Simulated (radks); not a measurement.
Removal energies from the barium ion Ba3+, [Kr] 4d10 5s2 5p5, by Delta-SCF beside the eigenvalue of the level emptied. All-electron calculation, non-relativistic Kohn-Sham, PBE, spin-polarised, spherical densities, point nucleus. Program: a radial shooting solver on a logarithmic mesh with Libxc functionals. Open shells are filled with parallel spins first.

removed from             final configuration  Delta-SCF (eV)  -eigenvalue (eV)
5p                         [Kr] 4d10 5s2 5p4          46.943            41.443
5s                         [Kr] 4d10 5s1 5p5          60.488            54.482
4d                          [Kr] 4d9 5s2 5p5          129.11            118.42
4p            [Ar] 3d10 4s2 4p5 4d10 5s2 5p5          213.62            202.27
